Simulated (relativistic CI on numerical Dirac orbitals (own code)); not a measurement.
## Level scheme of Hg LXXII

Method of calculation: Dirac-Coulomb-Breit CI, separate exchange-only KLI orbitals for each configuration, model QED (radiative potential, 1s self-energy scaled to tabulated hydrogen-like ionisation energies), unscaled Slater integrals (own radial code, finite nucleus).

CI space (outside the closed core 1s2): 2s2 2p5, 2s 2p6, 2s2 2p4 3s, 2p6 3s, 2p6 3p, 2s2 2p4 3p, 2p6 3d, 2s2 2p4 3d, 2s 2p5 3s, 2s 2p5 3p, 2s 2p5 3d, 2s2 2p4 4s, 2s2 2p4 4p, 2s2 2p4 4d, 2s2 2p4 4f, 2s2 2p3 3s2. Levels of other configurations are missing.

| No. | Configuration | Term | J | E (eV) | % | Lifetime (s) |
| --- | --- | --- | --- | --- | --- | --- |
| 41 | 2s 2p5 3p | 2P | 1/2 | 12639.1 | 41 | 1.17e-15 |
| 42 | 2s 2p5 3p | 2D | 3/2 | 12640.7 | 58 | 1.88e-15 |
| 43 | 2p4(3P) 3p | 2P° | 1/2 | 12643.1 | 37 | 1.03e-13 |
| 44 | 2p4(3P) 3p | 2D° | 3/2 | 12643.7 | 53 | 1.70e-13 |
| 45 | 2p4(1D) 3p | 2F° | 7/2 | 12653.7 | 68 | 1.85e-13 |
| 46 | 2p4(1D) 3p | 2P° | 3/2 | 12662.6 | 42 | 1.46e-13 |
| 47 | 2p4(1D) 3p | 2D° | 5/2 | 12668.1 | 68 | 1.53e-13 |
| 48 | 2p4(1D) 3p | 2P° | 1/2 | 12729.6 | 87 | 1.61e-13 |
| 49 | 2p4(3P) 3d | 4D | 1/2 | 12791.3 | 81 | 1.40e-14 |
| 50 | 2p4(3P) 3d | 4F | 3/2 | 12803.8 | 37 | 7.40e-15 |
| 51 | 2p4(3P) 3d | 4F | 5/2 | 12809.3 | 57 | 1.82e-15 |
| 52 | 2p4(1D) 3d | 2G | 7/2 | 12815.5 | 61 | 4.02e-13 |
| 53 | 2p4(3P) 3d | 4P | 1/2 | 12837.3 | 34 | 4.05e-16 |
| 54 | 2p4(1D) 3d | 2F | 5/2 | 12839.5 | 46 | 5.26e-16 |
| 55 | 2p4(1D) 3d | 2D | 3/2 | 12845.1 | 35 | 4.08e-16 |
| 56 | 2p4(3P) 3d | 4D | 7/2 | 12926.4 | 44 | 2.11e-12 |
| 57 | 2p4(3P) 3d | 2F | 5/2 | 12941.9 | 45 | 2.06e-12 |
| 58 | 2p4(3P) 3d | 2P | 3/2 | 12942.3 | 46 | 8.07e-15 |
| 59 | 2p4(1D) 3d | 2G | 9/2 | 12946.8 | 68 | 4.27e-12 |
| 60 | 2p4(1D) 3d | 2D | 5/2 | 12957.3 | 63 | 1.44e-12 |
| 61 | 2p4(1D) 3d | 2F | 7/2 | 12964.4 | 74 | 3.11e-12 |
| 62 | 2p4(3P) 3d | 2D | 3/2 | 12989.5 | 64 | 2.52e-16 |
| 63 | 2p4(1D) 3d | 2P | 1/2 | 12995.8 | 64 | 2.37e-16 |
| 64 | 2s 2p5 3p | 4D | 7/2 | 13104.9 | 99 | 3.99e-14 |
| 65 | 2s 2p5 3p | 2P | 3/2 | 13113.6 | 57 | 2.12e-15 |
| 66 | 2s 2p5 3p | 4P | 5/2 | 13120.9 | 57 | 3.19e-15 |
| 67 | 2s 2p5 3p | 2P | 1/2 | 13145.4 | 46 | 1.52e-15 |
| 68 | 2s 2p5 3p | 2D | 5/2 | 13205.7 | 69 | 2.45e-15 |
| 69 | 2s 2p5 3p | 2P | 3/2 | 13213.6 | 53 | 3.84e-15 |
| 70 | 2s 2p5 3p | 2S | 1/2 | 13247.7 | 56 | 1.20e-14 |
| 71 | 2s 2p5 3d | 4P° | 1/2 | 13259.9 | 87 | 1.40e-14 |
| 72 | 2s 2p5 3d | 4P° | 3/2 | 13270.2 | 50 | 6.51e-15 |
| 73 | 2s 2p5 3d | 2F° | 7/2 | 13271.9 | 47 | 2.98e-14 |
| 74 | 2s 2p5 3d | 4D° | 5/2 | 13277.3 | 44 | 3.51e-14 |
| 75 | 2s 2p5 3d | 2F° | 5/2 | 13364.9 | 65 | 1.72e-14 |
| 76 | 2s 2p5 3d | 2P° | 1/2 | 13365.1 | 72 | 5.02e-15 |
| 77 | 2s 2p5 3d | 2D° | 3/2 | 13370.7 | 55 | 1.76e-14 |
| 78 | 2s 2p5 3d | 4F° | 9/2 | 13389.6 | 100 | 4.76e-14 |
| 79 | 2s 2p5 3d | 2D° | 5/2 | 13412.8 | 51 | 2.69e-14 |
| 80 | 2s 2p5 3d | 4D° | 7/2 | 13412.8 | 58 | 3.41e-14 |
| 81 | 2s 2p5 3d | 2D° | 3/2 | 13433.0 | 45 | 8.36e-16 |
| 82 | 2s 2p5 3d | 2P° | 1/2 | 13457.7 | 78 | 2.49e-16 |
| 83 | 2s 2p5 3d | 2F° | 7/2 | 13498.7 | 71 | 1.51e-14 |
| 84 | 2s 2p5 3d | 2D° | 5/2 | 13507.9 | 60 | 1.64e-14 |
| 85 | 2s 2p5 3d | 2P° | 3/2 | 13522.7 | 65 | 3.28e-16 |

Energies count from the lowest computed level; ° marks odd parity; lifetimes are radiative, by E1, M1, E2, M2 decay to levels of this space only. Percentages are summed over parent terms; the parents shown are those of the largest component, closed shells are left out there.

The mean weight of the leading LS term, summed over parents, in these 45 levels is 59 %, and that of the leading jj configuration (from the same eigenvectors) 99 %, so jj coupling describes them better and the LS labels are nominal.

At this charge energies of transitions that change n are usually good to better than 1 %, and those within a shell (Δn = 0) to a few per cent.

LS names give the leading component of a level, which can be under half, so a name can repeat, a term be missing and a line seem to break the LS rules.
